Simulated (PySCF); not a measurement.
Compound: C6H4S.
Numbering: `[CH2:1]=[CH:2][C:3]#[C:4][CH:5]=[C:6]=[S:7]` (hydrogens: H8, H9 on C1; H10 on C2; H11 on C5)

A PySCF run (density fitting, gas phase, GFN2-xTB geometry) gave HOMO -5.31 eV, LUMO -3.60 eV, dipole 0.41 D.

Question: Which of these levels was it?
A. PBE0/def2-SVPD
B. HF/pcseg-1
C. BP86/def2-SVPD
D. PBE0/pcSseg-1
E. HF/IGLO-II

Answer: C. It is BP86/def2-SVPD. All candidates on this geometry:

| level and settings | kind | basis functions | SCF cycles | E (Eh) | HOMO (eV) | LUMO (eV) | dipole (D) |
| --- | --- | --- | --- | --- | --- | --- | --- |
| BP86/def2-SVPD | GGA | 179 | 18 | -628.8642 | -5.31 | -3.60 | 0.41 |
| PBE0/def2-SVPD | global hybrid | 179 | 15 | -628.3992 | -6.14 | -2.58 | 0.52 |
| PBE0/pcSseg-1 | global hybrid | 146 | 15 | -628.6330 | -6.14 | -2.57 | 0.48 |
| HF/pcseg-1, fitting basis def2-universal-jkfit | Hartree–Fock | 122 | 14 | -626.8367 | -8.15 | 1.23 | 1.16 |
| HF/IGLO-II, damping 0.1 at the start, DIIS from the seventh cycle | Hartree–Fock | 191 | 15 | -626.9544 | -8.02 | 1.48 | 0.93 |

The nearest other candidate, by the summed differences of HOMO and LUMO, is PBE0/def2-SVPD: its HOMO differs by -0.83 eV and its LUMO by +1.02 eV. Cycle counts include a coarse-grid stage where the run had one.
